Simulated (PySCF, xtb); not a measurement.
Ga(F)(vinyl)(OH) (C2H4FGaO), SMILES [OH][Ga]([CH]=C)[F]. The values are those of a single conformer.

Harmonic wavenumbers (cm⁻¹) from GFN2-xTB (xtb) at its own minimum, in rising order: 71, 82, 137, 145, 258, 306, 421, 458, 476, 525, 580, 907, 955, 1003, 1173, 1368, 1636, 3006, 3046, 3077, 3621.

Problem. What does PBE0-D3(BJ)/def2-SVP run with PySCF give at its own minimum? (Estimate from the structure and the level; the computed values follow.)

Solution. 73, 92, 187, 191, 297, 370, 484, 590, 700, 731, 808, 1003, 1012, 1047, 1261, 1419, 1672, 3138, 3185, 3236, 3912. Paired by order, the mean absolute difference is 103 cm⁻¹ and the zero-point energies are 33.2 and 36.3 kcal/mol.
